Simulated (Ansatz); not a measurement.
CH4F2SeSi (`FC[SiH](F)[SeH]`), relaxed with RKS PBE-D4/def2-SVP in the Gaussian-basis code of Ansatz from a rough embedded geometry. The force threshold is 0.03 eV/Å; the program also tests the step.

Charge 0, multiplicity 1.

Start:

```xyz
9

F     1.974   -0.417   -1.053
C     0.809    0.321   -0.765
Si    0.005   -0.366    0.793
F    -0.391   -2.026    0.460
Se   -1.952    0.744    1.188
H     1.025    1.413   -0.613
H     0.109    0.203   -1.657
H     0.878   -0.230    1.876
H    -2.459    0.357   -0.230
```

| step | energy (eV) | largest force (eV/Å) | largest move (Å) |
| --- | --- | --- | --- |
| 1 | -79728.9806 | 3.618 | 0.000 |
| 2 | -79729.2237 | 1.368 | 0.102 |
| 3 | -79729.2907 | 0.554 | 0.083 |
| 4 | -79729.3037 | 0.187 | 0.017 |
| 5 | -79729.3052 | 0.067 | 0.036 |
| 6 | -79729.3058 | 0.029 | 0.012 |

End:

```xyz
9

F     2.019   -0.351   -1.032
C     0.805    0.291   -0.807
Si   -0.029   -0.416    0.747
F    -0.306   -2.010    0.483
Se   -1.959    0.722    1.195
H     0.974    1.385   -0.674
H     0.143    0.166   -1.696
H     0.837   -0.277    1.961
H    -2.483    0.490   -0.178
```

Run time 4.8 s (4 threads of a server CPU on a shared host); peak host memory 0.18 GiB.
